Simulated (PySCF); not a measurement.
C5H7FO, SMILES C1[C@](OC1)(C=C)F. The structure is a stationary point at PBE0-D3(BJ)/def2-SVP. The structure was generated by enumeration; whether it is a known compound was not checked. Other conformers were not sampled.

Method: PBE0-D3(BJ)/def2-SVP (PySCF).

Harmonic wavenumbers (cm⁻¹): 89, 96, 275, 296, 436, 459, 509, 684, 717, 781, 898, 948, 975, 1003, 1024, 1029, 1074, 1128, 1169, 1180, 1199, 1264, 1296, 1318, 1356, 1427, 1445, 1513, 1750, 3066, 3120, 3127, 3175, 3197, 3199, 3283. Rotational constants (GHz): 5.388, 2.094, 1.935; symmetry number 1.

Problem. Work out the zero-point energy and the ideal-gas rigid-rotor harmonic-oscillator thermochemistry at 298.15 K and 1 atm.

Solution. ZPE = ½ Σ hcν = ½ × 49506 cm⁻¹ = 70.77 kcal/mol. H − E(el) = 75.56 kcal/mol. Entropy in cal/(mol K): translation 39.78, rotation 27.09, vibration 14.33, total 81.20. G − E(el) = 51.35 kcal/mol. Cp = 26.06 cal/(mol K). Modes under 150 cm⁻¹ make the vibrational entropy uncertain.
